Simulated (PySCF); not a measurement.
Species: C₃H₇NSSi.
Cartesian coordinates in Å at the PBE0-D3(BJ)/def2-SVP level; atoms count from 1:
```
atom  x, y, z in Å
C1     2.3795    0.2621   -0.4586
S2     0.8006    0.2702   -1.3709
Si3   -0.5139   -0.4069    0.1600
C4    -2.2658   -0.3738   -0.4664
C5    -0.3476    0.7646    1.6066
N6    -0.2075    1.5035    2.4902
H7     3.1496    0.5907   -1.1686
H8     2.3496    0.9637    0.3868
H9     2.6312   -0.7469   -0.1028
H10   -0.1013   -1.7353    0.6974
H11   -2.9607   -0.7025    0.3209
H12   -2.5418    0.6451   -0.7755
H13   -2.3735   -1.0456   -1.3313
```

The closed-shell ground state was solved at several levels (PySCF, density fitting, gas phase, non-relativistic).

```json
{"level": "B97-2/pcSseg-1", "basis functions": "151", "HOMO (eV)": "-7.17", "LUMO (eV)": "-0.81", "gap (eV)": "6.36", "dipole (D)": "3.00"}
{"level": "B3LYP/def2-TZVP", "basis functions": "240", "HOMO (eV)": "-7.13", "LUMO (eV)": "-1.03", "gap (eV)": "6.10", "dipole (D)": "3.14"}
{"level": "OPBE/pcSseg-1", "basis functions": "151", "HOMO (eV)": "-6.18", "LUMO (eV)": "-1.56", "gap (eV)": "4.62", "dipole (D)": "2.89"}
{"level": "PBE0/6-31G", "basis functions": "76", "HOMO (eV)": "-7.25", "LUMO (eV)": "-0.54", "gap (eV)": "6.71", "dipole (D)": "2.83"}
{"level": "BHandHLYP/pcSseg-1", "basis functions": "151", "HOMO (eV)": "-8.49", "LUMO (eV)": "0.24", "gap (eV)": "8.73", "dipole (D)": "3.07"}
{"level": "PBE0/aug-cc-pVDZ", "basis functions": "209", "HOMO (eV)": "-7.35", "LUMO (eV)": "-0.88", "gap (eV)": "6.47", "dipole (D)": "3.13"}
{"level": "B3LYP/pcSseg-1", "basis functions": "151", "HOMO (eV)": "-7.15", "LUMO (eV)": "-0.97", "gap (eV)": "6.18", "dipole (D)": "3.02"}
{"level": "HF/pcSseg-1", "basis functions": "151", "HOMO (eV)": "-10.23", "LUMO (eV)": "2.73", "gap (eV)": "12.96", "dipole (D)": "3.12"}
{"level": "BLYP/pcSseg-1", "basis functions": "151", "HOMO (eV)": "-5.99", "LUMO (eV)": "-1.51", "gap (eV)": "4.48", "dipole (D)": "2.98"}
```

Task: What might PBE0/pcSseg-0 (76 basis functions) give for the same quantities?

Result: HOMO -7.55 eV, LUMO -0.79 eV, gap 6.76 eV, dipole 2.94 D.

Task: Over all these levels, which gives the widest orbital gap and which the narrowest?

Result: HF/pcSseg-1 (Hartree–Fock, all exact exchange) has the widest, 12.96 eV, and BLYP/pcSseg-1 (GGA) the narrowest, 4.48 eV. The two share the basis. From the narrowest to the widest the HOMO moves by -4.24 eV and the LUMO by +4.24 eV.

Task: How much does the basis alone move the frontier levels among the 3 PBE0 rows (the withheld one included)?

Result: The HOMO by 0.30 eV and the LUMO by 0.34 eV. By rising basis size (HOMO, LUMO in eV): 6-31G -7.25, -0.54; pcSseg-0 -7.55, -0.79; aug-cc-pVDZ -7.35, -0.88.

Task: In the pcSseg-1 basis, how does the gap go with the fixed share of exact exchange?

Result: BLYP (0 %) 4.48 eV; OPBE (0 %) 4.62 eV; B3LYP (20 %) 6.18 eV; B97-2 (21 %) 6.36 eV; BHandHLYP (50 %) 8.73 eV; HF (100 %) 12.96 eV. Each rise in the share widens the gap here.

Task: How far do the dipole and the HOMO energy spread over the levels?

Result: The dipole runs from 2.83 to 3.14 D (mean 3.01 D) and the HOMO from -10.23 to -5.99 eV.

One conformer stands for the species.
